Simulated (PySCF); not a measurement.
**Charge on either side of a bond**

Compound: C₃H₁₀O₃Si.
Numbering: `[CH3:1][O:2][SiH2:3][O:4][CH2:5][CH2:6][OH:7]` (hydrogens: H8, H9, H10 on C1; H11, H12 on Si3; H13, H14 on C5; H15, H16 on C6; H17 on O7)

Structure used (PBE0-D3(BJ)/def2-SVP), in Å, numbered top down from 1:
```xyz
17
C3H10O3Si angstrom
C      2.534    0.974    0.586
O      1.243    0.447    0.427
Si     0.840   -0.896   -0.493
O     -0.569   -1.518    0.084
C     -1.875   -1.023   -0.103
C     -2.077    0.324    0.563
O     -1.318    1.331   -0.042
H      2.544    1.628    1.471
H      2.841    1.574   -0.289
H      3.284    0.178    0.741
H      0.717   -0.518   -1.930
H      1.898   -1.922   -0.281
H     -2.097   -0.922   -1.182
H     -2.573   -1.764    0.320
H     -3.142    0.599    0.474
H     -1.854    0.226    1.643
H     -0.413    1.293    0.310
```

Atomic charges (e) from the PBE0/pcSseg-1 density (PySCF):

```csv
atom,Mulliken,IAO,Hirshfeld,ESP-fitted
C1,-0.0154,-0.1925,-0.0280,-0.2285
O2,-0.7029,-0.6351,-0.2021,-0.2585
Si3,+0.9595,+1.1607,+0.4441,+0.6189
O4,-0.6410,-0.6317,-0.2272,-0.4366
C5,+0.0647,-0.0597,+0.0010,+0.0750
C6,+0.0244,-0.0566,-0.0064,+0.1471
O7,-0.4691,-0.5621,-0.2369,-0.5816
H8,+0.1233,+0.1536,+0.0512,+0.1222
H9,+0.1112,+0.1328,+0.0443,+0.1133
H10,+0.1063,+0.1291,+0.0432,+0.1083
H11,-0.1282,-0.1661,-0.0816,-0.1065
H12,-0.1311,-0.1508,-0.0796,-0.1054
H13,+0.1104,+0.1274,+0.0374,+0.0683
H14,+0.1131,+0.1445,+0.0468,+0.0496
H15,+0.1140,+0.1410,+0.0454,+0.0524
H16,+0.1050,+0.1216,+0.0359,+0.0243
H17,+0.2557,+0.3438,+0.1128,+0.3374
```

Q: Cut each of the bonds C1–O2, O2–Si3, Si3–O4, C5–O4, C6–C5 and O7–C6 in turn and sum the charges on the side of the atom named first.

A: In e; the other side holds the opposite charge:

| bond cut | piece | atoms | Mulliken | IAO | Hirshfeld | ESP-fitted |
| --- | --- | --- | --- | --- | --- | --- |
| C1–O2 | CH3 | 4 | +0.325 | +0.223 | +0.111 | +0.115 |
| O2–Si3 | CH3O | 5 | -0.378 | -0.412 | -0.091 | -0.143 |
| Si3–O4 | CH5OSi | 8 | +0.323 | +0.432 | +0.191 | +0.264 |
| C5–O4 | C2H5O | 8 | +0.318 | +0.200 | +0.036 | +0.173 |
| C6–C5 | CH3O | 5 | +0.030 | -0.012 | -0.049 | -0.020 |
| O7–C6 | OH | 2 | -0.213 | -0.218 | -0.124 | -0.244 |

Extremes among these pieces. Mulliken: lowest CH3O at O2, highest CH3 at C1; IAO: lowest CH3O at O2, highest CH5OSi at Si3; Hirshfeld: lowest OH at O7, highest CH5OSi at Si3; ESP-fitted: lowest OH at O7, highest CH5OSi at Si3.

Q: Do the schemes agree better on the pieces than on the single atoms at the cuts?

A: The spread between schemes averages 0.210 e for the pieces and 0.352 e for the atoms named first; it is smaller for the piece at 4 of the 6 cuts. On average they agree better on the pieces.

Geometry: PBE0-D3(BJ)/def2-SVP, one conformer, isolated molecule.
